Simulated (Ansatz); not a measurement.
C$_{3}$H$_{9}$NSi (`C[C@H]1N[Si@H]1C`). Charge 0, multiplicity 1. The structure was optimised at the PBE0-D4/def2-TZVP level.

```xyz
14

C    -0.297    1.207   -1.477
C    -0.769   -0.082   -0.862
N     0.248   -1.184   -0.825
Si   -0.283   -0.778    0.764
C     0.963   -0.040    1.924
H     0.675    1.503   -1.076
H    -0.187    1.108   -2.563
H    -1.008    2.014   -1.281
H    -1.757   -0.389   -1.214
H     0.012   -2.027   -1.328
H    -1.263   -1.663    1.445
H     1.627    0.637    1.384
H     0.468    0.516    2.725
H     1.571   -0.823    2.384
```

Task: What is the dipole moment at PBE/def2-TZVPP? (An estimate is asked.)

Result: Ansatz gave: 0.82 D, with components (-0.39, -0.15, 0.70) D in this frame, pointing from negative to positive charge.

Task: And with r2SCAN, B3LYP, ωB97M-V? (Estimate.)

Result: Ansatz gave: r2SCAN 0.88 D, B3LYP 1.01 D, ωB97M-V 1.06 D.

Task: Give the Mulliken charges with PBE, ωB97M-V, B3LYP in def2-TZVPP. (Best estimate.)

Result: Ansatz gave: 
```csv
atom,PBE,ωB97M-V,B3LYP
C1,-0.20,-0.25,-0.20
C2,-0.05,-0.14,-0.06
N3,-0.32,-0.34,-0.38
Si4,0.28,0.38,0.38
C5,-0.35,-0.41,-0.36
H6,0.07,0.08,0.07
H7,0.07,0.10,0.07
H8,0.07,0.09,0.07
H9,0.07,0.10,0.07
H10,0.14,0.10,0.12
H11,-0.09,-0.05,-0.10
H12,0.11,0.12,0.11
H13,0.10,0.12,0.10
H14,0.10,0.12,0.10
```

B3LYP here is the variant with VWN-RPA as its local correlation; programs differ in this.
